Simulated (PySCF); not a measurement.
## Energy of As (arsenic, neutral) between two integer charges

The 4p alpha orbital of [Ar] 3d10 4s2 4p3 is emptied in steps (occupation f), with all orbitals relaxed, ending at [Ar] 3d10 4s2 4p2. All numbers are calculated (PySCF 2.14, the non-relativistic Hamiltonian (point nucleus), in aug-pcseg-2). The exact energy is a straight line in f; departures are measured from the line between the end points of the same method.

```json
{"f": "1", "UHF (eV)": "0.000", "LDA (eV)": "0.000", "PBE (eV)": "0.000", "PBE0 (eV)": "0.000", "r2SCAN (eV)": "0.000", "LC-wPBE (eV)": "0.000", "BHandHLYP (eV)": "0.000", "wB97X (eV)": "0.000", "B3LYP (eV)": "0.000", "CAM-B3LYP (eV)": "0.000"}
{"f": "0.75", "UHF (eV)": "0.114", "LDA (eV)": "-0.769", "PBE (eV)": "-0.747", "PBE0 (eV)": "-0.534", "r2SCAN (eV)": "-0.706", "LC-wPBE (eV)": "-0.040", "BHandHLYP (eV)": "-0.333", "wB97X (eV)": "-0.091", "B3LYP (eV)": "-0.590", "CAM-B3LYP (eV)": "-0.303"}
{"f": "0.5", "UHF (eV)": "0.147", "LDA (eV)": "-1.034", "PBE (eV)": "-1.000", "PBE0 (eV)": "-0.712", "r2SCAN (eV)": "-0.934", "LC-wPBE (eV)": "-0.050", "BHandHLYP (eV)": "-0.447", "wB97X (eV)": "-0.124", "B3LYP (eV)": "-0.790", "CAM-B3LYP (eV)": "-0.406"}
{"f": "0.25", "UHF (eV)": "0.107", "LDA (eV)": "-0.781", "PBE (eV)": "-0.752", "PBE0 (eV)": "-0.533", "r2SCAN (eV)": "-0.693", "LC-wPBE (eV)": "-0.035", "BHandHLYP (eV)": "-0.336", "wB97X (eV)": "-0.096", "B3LYP (eV)": "-0.595", "CAM-B3LYP (eV)": "-0.306"}
{"f": "0", "UHF (eV)": "0.000", "LDA (eV)": "0.000", "PBE (eV)": "0.000", "PBE0 (eV)": "0.000", "r2SCAN (eV)": "0.000", "LC-wPBE (eV)": "0.000", "BHandHLYP (eV)": "0.000", "wB97X (eV)": "0.000", "B3LYP (eV)": "0.000", "CAM-B3LYP (eV)": "0.000"}
```

Problem. For UHF, how does the orbital energy at f = 1 compare with the removal energy?

Solution. −ε = 10.077 eV against a total-energy difference of 9.449 eV. By Janak's theorem ε = ∂E/∂f, so the gap between them reflects the curvature. Along the path −ε is 9.738 (f = 0.75), 9.431 (f = 0.5), 9.150 (f = 0.25) eV.

| method | E(f=0) − E(f=1) (eV) | −ε at f=1 (eV) | −ε at f=0.5 (eV) |
| --- | --- | --- | --- |
| UHF | 9.449 | 10.077 | 9.431 |
| LDA | 10.060 | 6.004 | 10.027 |
| PBE | 9.922 | 5.968 | 9.909 |
| PBE0 | 9.985 | 7.147 | 9.987 |
| r2SCAN | 10.122 | 6.350 | 10.158 |
| LC-wPBE | 10.037 | 9.822 | 10.049 |
| BHandHLYP | 9.764 | 7.996 | 9.757 |
| wB97X | 9.728 | 9.254 | 9.714 |
| B3LYP | 9.867 | 6.744 | 9.853 |
| CAM-B3LYP | 9.876 | 8.276 | 9.867 |

Reference removal energy between the ground levels: 9.789 eV (measured; NIST Atomic Spectra Database, ionization energies). The calculation has no spin-orbit coupling. UHF lacks correlation.
